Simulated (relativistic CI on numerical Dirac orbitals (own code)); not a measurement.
# Ru+: L2,3 absorption edge

Computed with this model: Dirac-Coulomb-Breit CI, separate exchange-only KLI orbitals for each configuration, QED by a radiative potential, valence Slater integrals scaled by 0.7, multiplet model of core-to-valence dipole absorption; configurations [Kr] 4d7 → [He] 2s2 2p5 3s2 3p6 3d10 4s2 4p6 4d8; 300 K; Lorentzian 0.96 eV and Gaussian 0.5 eV FWHM. Energies are those of the free ion, without screening or charge transfer. The branching ratio is the share of the lower-energy edge in the whole absorption, uncertain by about 0.02 where the edges overlap. S is read from ⟨S²⟩ = S(S + 1).

Field parameters in Wybourne normalisation: D3d B²₀ = −7Dσ, B⁴₀ = −14Dq − 21Dτ, B⁴₃ = −14√(10/7) Dq; D4h B²₀ = −7Ds, B⁴₀ = 21(Dq − Dt), B⁴₄ = 21√(5/14) Dq; Oh B⁴₀ = 21Dq, B⁴₄ = √(5/14) B⁴₀; Td as Oh with Dq negative (B⁴₀ = 21Dq, B⁴₄ = √(5/14) B⁴₀). The field is a parameter set, without covalency.

free ion: ground-state S = 1.48, centroid 2852.83 eV, branching ratio 0.889. Peaks (eV, height): 2838.4 (100), 2967.6 (16).

D3d, 10Dq = 10000, Dσ = -290, Dτ = -470 cm⁻¹: ground-state S = 1.48, centroid 2869.95 eV, branching ratio 0.760. Peaks (eV, height): 2838.9 (100), 2968.2 (31).

Td, 10Dq = -4500 cm⁻¹: ground-state S = 1.49, centroid 2867.84 eV, branching ratio 0.775. Peaks (eV, height): 2838.6 (100), 2967.9 (31).

D4h, 10Dq = 23200, Ds = -1000, Dt = -550 cm⁻¹: ground-state S = 0.51, centroid 2876.46 eV, branching ratio 0.717. Peaks (eV, height): 2839.9 (100), 2969.0 (36).

Oh, 10Dq = 10250 cm⁻¹: ground-state S = 1.47, centroid 2859.62 eV, branching ratio 0.839. Peaks (eV, height): 2838.9 (100), 2968.4 (25).

D4h, 10Dq = 23150, Ds = 1490, Dt = 430 cm⁻¹: ground-state S = 0.51, centroid 2874.59 eV, branching ratio 0.729. Peaks (eV, height): 2839.4 (100), 2968.5 (35).

The statistical ratio of this edge is 2/3 = 0.667. Values above it arise where the holes sit mainly in the j = l + 1/2 valence subshell or the ground state has high spin; values below it where core-valence Coulomb terms move weight to the upper edge, as in nearly empty shells. At deep edges of heavy elements the radial integrals of the two core levels differ, which raises the baseline.

Strongest unbroadened transitions for Td, 10Dq = -4500 cm⁻¹:

```tsv
Energy (eV)	Relative strength
2838.32	45.2
2838.44	23.6
2838.56	100.0
2838.59	41.8
2838.66	6.5
2838.68	4.9
2838.71	97.0
2838.77	10.4
2838.86	32.0
2839.10	6.2
2839.20	15.1
2839.67	6.7
2839.77	7.2
2967.72	27.9
2967.79	22.9
2967.85	21.2
2967.99	36.1
2969.30	5.4
```
